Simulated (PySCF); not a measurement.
# AlSb⁻: frontier orbitals

r²SCAN0 at R = 2.557 Å; PySCF, scalar-relativistic core potentials, basis sets Al def2-SVPD, Sb def2-SVPD with ECP28. State: ²Π (doublet), unpaired electrons π ↑. Only the outer orbitals are listed, counted within each symmetry, core potentials removing the inner ones.

```csv
spin,orbital,occ.,ε (eV),on Al (%),main shells (%)
α,7σ,1,-9.62,12,87 Sb s
α,8σ,1,-3.86,68,"68 Al s, 24 Sb p"
α,4π,1,-1.48,18,"82 Sb p, 14 Al p"
α,4π,1,-0.60,23,"77 Sb p, 20 Al p"
α,9σ,1,-0.41,56,"40 Sb p, 38 Al p, 17 Al s"
α,5π,0,3.00,80,"74 Al p, 10 Sb p, 9 Sb d"
α,5π,0,3.36,78,"68 Al p, 12 Sb p, 10 Al d"
α,10σ,0,4.42,100,100 Al s
β,7σ,1,-8.65,16,"83 Sb s, 11 Al s"
β,8σ,1,-3.65,71,"70 Al s, 20 Sb p, 9 Sb s"
β,4π,1,-0.31,33,"68 Sb p, 28 Al p"
β,9σ,1,-0.28,55,"41 Al p, 38 Sb p, 13 Al s"
β,4π,0,1.61,43,"59 Sb p, 39 Al p"
β,5π,0,3.31,72,"60 Al p, 18 Sb p, 12 Al d"
β,5π,0,3.63,67,"49 Al p, 23 Sb p, 18 Al d"
```

Question: Which are the highest filled and the lowest empty level, where do they sit, and how wide is the gap?

Answer: Highest filled β 9σ at -0.28 eV (in %: 41 Al p, 38 Sb p, 13 Al s); lowest empty β 4π at 1.61 eV (in %: 59 Sb p, 39 Al p); the gap at r²SCAN0 is 1.89 eV. An empty level above zero is unbound, and its energy depends on the basis.

| Property | Result |
| --- | --- |
| bond order (Mayer) | 2.08 |
| ⟨S²⟩ | 0.763 |
| charge on Al (Mulliken, basis-dependent) | -0.52 |
| charge on Al (Löwdin, basis-dependent) | -0.59 |
| dipole moment (positive dipole points towards Sb; it is taken about the centre of mass and depends on that origin) | 3.23 D |

Spin–orbit coupling is left out. The state was picked by a PBE0 search and need not be the measured ground state.
